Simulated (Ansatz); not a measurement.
Total energies of CH3F3OSi (`FC(F)(F)O[SiH3]`).

```xyz
9

F     0.117   -0.332   -2.059
C    -0.766   -0.169   -1.068
F    -1.018    1.149   -0.984
F    -1.891   -0.777   -1.422
O    -0.320   -0.667    0.080
Si    0.753    0.067    1.141
H     0.058    1.139    1.888
H     1.900    0.619    0.384
H     1.168   -1.029    2.039
```

The species carries charge 0 and has multiplicity 1. Geometry: relaxed with PBE0-D4/def2-TZVP. Basis def2-TZVPP, Ansatz 0.2.0.

RPA on PBE orbitals: Hartree–Fock energy of these orbitals -701.90045 Eh, correlation -1.93480 Eh (frozen core).

```json
{"functional": "r2SCAN", "energy without D4 (Eh)": "-704.19672", "D4 term (kJ/mol)": "-4.0"}
{"functional": "PBE0", "energy without D4 (Eh)": "-703.86889", "D4 term (kJ/mol)": "-13.7"}
{"functional": "r2SCANh", "energy without D4 (Eh)": "-704.17232", "D4 term (kJ/mol)": "-4.2"}
{"functional": "r2SCAN0", "energy without D4 (Eh)": "-704.13737", "D4 term (kJ/mol)": "-4.7"}
{"functional": "HSE06 (plane-wave form)", "energy without D4 (Eh)": "-703.84527", "D4 term (kJ/mol)": "-12.6"}
{"functional": "CAM-B3LYP", "energy without D4 (Eh)": "-704.30392", "D4 term (kJ/mol)": "-13.7"}
{"functional": "ωB97X-V", "energy without D4 (Eh)": "-704.22109", "D4 term (kJ/mol)": "–"}
{"functional": "ωB97M-V", "energy without D4 (Eh)": "-704.27615", "D4 term (kJ/mol)": "–"}
{"functional": "B2PLYP", "energy without D4 (Eh)": "-704.04249", "D4 term (kJ/mol)": "–"}
{"functional": "PBE-QIDH", "energy without D4 (Eh)": "-703.73593", "D4 term (kJ/mol)": "–"}
```

Problem. Give the same for LDA (SPW92), PBE, revPBE, BLYP, B97M-V, B3LYP, BHLYP, LC-ωPBE. (Best estimate.)

Solution. The calculation gave: 
```tsv
functional	energy without D4 (Eh)	D4 term (kJ/mol)
LDA (SPW92)	-700.45638	–
PBE	-703.83759	-16.4
revPBE	-704.19098	-55.1
BLYP	-704.34404	-36.8
B97M-V	-704.19491	–
B3LYP	-704.42027	-26.3
BHLYP	-704.23568	-18.8
LC-ωPBE	-704.08259	–
```

B3LYP takes the VWN-RPA correlation (the form of Gaussian; ORCA's B3LYP/G). HSE06 is the plane-wave form, built on full-range PBE exchange. The double hybrids freeze the cores in their second-order part.

LC-ωPBE has ω = 0.4 bohr⁻¹.
